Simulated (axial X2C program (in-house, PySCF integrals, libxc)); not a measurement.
**Worked dissociation energy of IO⁺: PBEsol, with spin–orbit coupling**

Computed with an in-house relativistic program for diatomic molecules. Two-component (2c) means X2C with spin–orbit coupling and atomic mean-field two-electron Coulomb and Gaunt terms. Basis: I dyall-cv3z [11s12p8d4f1g], O dyall-av3z [7s6p3d2f] (cores contracted in-house); Gaussian nuclei, density fitting, unrestricted open shells. Masses: I 126.904 u, O 15.995 u.

Molecular state: Ω = 1 (⟨Sz⟩ = 0.99, ⟨Lz⟩ = 0.01 at PBEsol).

```
E(I+) (2M_J = 4) : -7108.809535 hartree
E(O) (2M_J = 2)  : -74.808144 hartree
E(IO⁺) at Re     : -7183.774311 hartree
ωe               : 800.3 cm⁻¹
ωexe             : 3.75 cm⁻¹
```

(1) Work out De and D0.

The state is a single determinant with fixed occupations, the lowest that a limited PBE0 search found. De is counted from the lowest determinant-based energies of the atoms at the same level, without counterpoise correction. Density functionals use the spin component along the axis (collinear). A 2c atom that is not at its ground J level misses part of its spin–orbit lowering, and De is too large by that part (0.04 eV or less for light atoms). This holds for PBEsol. Other states lie close and PBE0, whose exact exchange favours high spin, may order them wrongly; the determinant shown need not be the ground state. The nearest other 2c determinant of the search, Ω = 0, lies 0.46 eV up at the distance of the search. The functionals have no current-density term, which raises determinants with orbital currents, atoms included. With several unpaired electrons one determinant need not be a pure state. Open-shell Ω = 0 determinants with evenly filled partner blocks cannot be reached by this program, so the Ω shown need not be the lowest component. This is the Ω = 1 component of a π² triplet; the 0⁺ component is not one determinant and can lie lowest.

Each atomic determinant is the lowest at this level and need not be a pure J level. Totals compare only within one Hamiltonian and basis.

Answers

(1) De = -7108.809535 + (-74.808144) − (-7183.774311) = 0.15663 hartree = 4.262 eV. The zero-point energy is ωe/2 − ωexe/4 = 399 cm⁻¹ = 0.049 eV, so D0 = 4.213 eV.
